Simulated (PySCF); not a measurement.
Bonds (- single, = double, # triple, : aromatic): C1-S2, S2-B3, B3-C4, C4-C5, C5-C6, C6-C7, C7-C4. C1 carries H8, H9, H10; B3 carries H11; C4 carries H12; C5 carries H13, H14; C6 carries H15, H16; C7 carries H17, H18. H14, H15, H17 are cis to B3 on the ring; H13, H16, H18 are trans to B3 on the ring.

Geometry: PBE0-D3(BJ)/def2-SVP; GIAO shifts from PySCF 2.14.0 with density-fitted response routines, gas phase, non-relativistic, averaged over equivalent atoms.

At PBE0/pcSseg-1 (181 basis functions, 32 s wall time on 1 thread of an Arm Neoverse V1, shared host):
| atoms | δ (ppm) |
| --- | --- |
| C4 | 29.6 |
| C5/C7 | 27.7 |
| C6 | 24.3 |
| C1 | 15.3 |
| S2 | 61.3 |
| B3 | 69.8 |
| H11 | 6.77 |
| H12 | 2.51 |
| H16 | 2.15 |
| H8/H9/H10 | 2.05 |
| H14/H17 | 2.05 |
| H13/H18 | 1.95 |
| H15 | 1.83 |

Referencing at the same level of theory: 13C (σ = 184.41 ppm), 1H (σ = 31.27 ppm) against TMS; 33S (σ = 495.66 ppm) against CS2; BF3·OEt2 for 11B (σ = 100.73 ppm).

Question: Predict the values at mPW1PW91/pcSseg-1 on the same geometry.

Answer: 
```csv
atoms,δ at mPW1PW91/pcSseg-1,change
C4,29.4,-0.2
C5/C7,27.7,+0.0
C6,24.4,+0.1
C1,15.4,+0.1
S2,59.5,-1.8
B3,69.7,-0.1
H11,6.73,-0.04
H12,2.48,-0.03
H16,2.14,-0.01
H8/H9/H10,2.05,+0.00
H14/H17,2.03,-0.02
H13/H18,1.93,-0.02
H15,1.83,+0.00
```

References, each an isolated molecule treated in the same way: 13C (σref 183.54) and 1H (σref 31.32) against TMS; 33S (σref 492.68) vs CS2; BF3·OEt2 for 11B (σref 100.80).

The largest change is at S2 (sulfur bonded to C, B). Cost: 181 basis functions, 21 s wall time on 1 thread of an Arm Neoverse V1, shared host. The order of the carbon signals is the same at both levels.

A carbon bonded to boron is broadened by the quadrupolar boron nucleus and is often missing from a measured spectrum.
